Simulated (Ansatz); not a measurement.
Reaction (formal exchange of groups at the Si–Si bond): `C[SiH](O)[SiH](O)O` + `OI` → `C[SiH](O)I` + `O[SiH](O)O`

Computed with Ansatz on PBE0-D4/def2-TZVP structures; ΔE is electronic, products minus reactants. CCSD(T)/CBS is the MP2 limit (def2-TZVPP, def2-QZVPP) plus CCSD(T) − MP2 in def2-TZVPP, frozen cores. Functionals use def2-TZVPP. B3LYP here is the variant with VWN-RPA as its local correlation; programs differ in this. def2 core potentials past Kr. For I outer-core shells are correlated without core-valence functions, which leaves a few kJ/mol of doubt a bond. Each species was taken in one conformer, which may not be the lowest.

`C[SiH](O)[SiH](O)O`:

Cartesian coordinates in Å:
```
C -0.772 -1.341 1.533
Si 0.462 -0.676 0.298
O 0.382 -1.489 -1.157
Si -0.026 1.495 -0.452
O 1.409 2.299 -0.548
O -0.781 1.313 -1.906
H -1.793 -1.264 1.152
H -0.713 -0.772 2.465
H -0.573 -2.389 1.771
H 1.830 -0.817 0.881
H 0.689 -2.396 -1.188
H -0.981 2.292 0.365
H 1.386 3.219 -0.819
H -0.519 0.526 -2.393
```

`OI`:

Cartesian coordinates in Å:
```
O -0.202 -0.584 -0.207
I -0.496 1.114 0.756
H 0.698 -0.530 -0.549
```

`C[SiH](O)I`:

Cartesian coordinates in Å:
```
C -0.722 -0.405 -0.889
Si 0.665 0.139 0.215
O 0.532 -0.416 1.750
I 0.695 2.599 0.225
H -0.559 -0.047 -1.907
H -0.774 -1.498 -0.906
H -1.680 -0.015 -0.540
H 1.985 -0.322 -0.263
H -0.142 -0.035 2.316
```

`O[SiH](O)O`:

Z-matrix (Å, degrees):
```
Si
O 1 1.641
O 1 1.633 2 105.0
O 1 1.630 2 114.4 3 -119.5
H 1 1.476 2 110.6 3 122.9
H 2 0.958 1 117.9 3 -173.6
H 3 0.958 1 116.6 2 25.4
H 4 0.959 1 117.6 2 72.3
```

| level | ΔE (eV) | difference from CCSD(T)/CBS |
| --- | --- | --- |
| PBE-D4 | -3.64 | 0.40 |
| r2SCAN-D4 | -4.01 | 0.03 |
| PBE0-D4 | -3.91 | 0.13 |
| B3LYP-D4 | -3.85 | 0.19 |
| ωB97X-V | -3.92 | 0.12 |
| ωB97M-V | -4.04 | 0.00 |
| B2PLYP | -4.00 | 0.04 |
| PBE | -3.66 | 0.38 |
| r2SCAN | -4.02 | 0.02 |
| PBE0 | -3.92 | 0.12 |
| B3LYP | -3.86 | 0.18 |
| HF/def2-TZVPP | -4.40 | -0.36 |
| MP2/def2-TZVPP | -4.27 | -0.23 |
| SCS-MP2/def2-TZVPP | -4.13 | -0.09 |
| CCSD/def2-TZVPP | -4.08 | -0.04 |
| CCSD(T)/def2-TZVPP | -4.02 | 0.02 |
| HF/def2-QZVPP | -4.38 | -0.34 |
| MP2/def2-QZVPP | -4.27 | -0.23 |
| SCS-MP2/def2-QZVPP | -4.14 | -0.10 |
| HF/CBS(def2) | -4.38 | -0.34 |
| MP2/CBS(def2) | -4.29 | -0.25 |
| CCSD/CBS(def2) | -4.10 | -0.06 |
| CCSD(T)/CBS | -4.04 | 0 |

Largest T1 diagnostic among the species: 0.012.

In def2-TZVPP, CCSD(T) changes the Hartree–Fock value by +0.38 eV (the triples alone add +0.06 eV) and MP2 by +0.13 eV. From PBE to PBE0 (25 % exact exchange), in def2-TZVPP and without D4, ΔE moves by −0.27 eV.
